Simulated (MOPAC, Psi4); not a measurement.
Intermolecular potential of H6Si2 ··· H4N+ (SMILES [SiH3][SiH3] and [NH4+]) (charge +1). Monomers: optimised at B3LYP-D3(BJ) (def2-TZVP), held rigid. Orientation: lowest of the rigid-body minima from ten starts at GFN2-xTB. The monomers approach along the line of their centres of mass (distance R); nothing else relaxes. The table gives interaction energies.

```json
[
 {"R / Å": "3.98", "A": "79.85", "B": "61.84", "C": "32.95"},
 {"R / Å": "4.13", "A": "44.92", "B": "25.91", "C": "3.43"},
 {"R / Å": "4.40", "A": "11.39", "B": "-5.73", "C": "-20.46"},
 {"R / Å": "4.57", "A": "0.81", "B": "-13.67", "C": "-25.17"},
 {"R / Å": "4.73", "A": "-4.82", "B": "-16.79", "C": "-25.99"},
 {"R / Å": "4.96", "A": "-8.34", "B": "-17.37", "C": "-24.11"},
 {"R / Å": "5.24", "A": "-8.88", "B": "-15.42", "C": "-20.10"},
 {"R / Å": "5.59", "A": "-7.62", "B": "-12.18", "C": "-15.14"},
 {"R / Å": "6.06", "A": "-5.58", "B": "-8.63", "C": "-10.12"},
 {"R / Å": "6.78", "A": "-3.46", "B": "-5.22", "C": "-5.67"},
 {"R / Å": "7.81", "A": "-2.00", "B": "-2.81", "C": "-2.90"},
 {"R / Å": "9.10", "A": "-1.12", "B": "-1.49", "C": "-1.52"}
]
```

Energies in kJ/mol.

Task: Match the curves with the methods PBE/def2-TZVP, counterpoise-corrected (Psi4); MOPAC with PM6, restricted, heats of formation; DF-SCS-MP2/aug-cc-pVDZ, frozen core, counterpoise-corrected in Psi4.

Result: A is PM6; B is SCS-MP2/aug-cc-pVDZ; C is PBE/def2-TZVP.
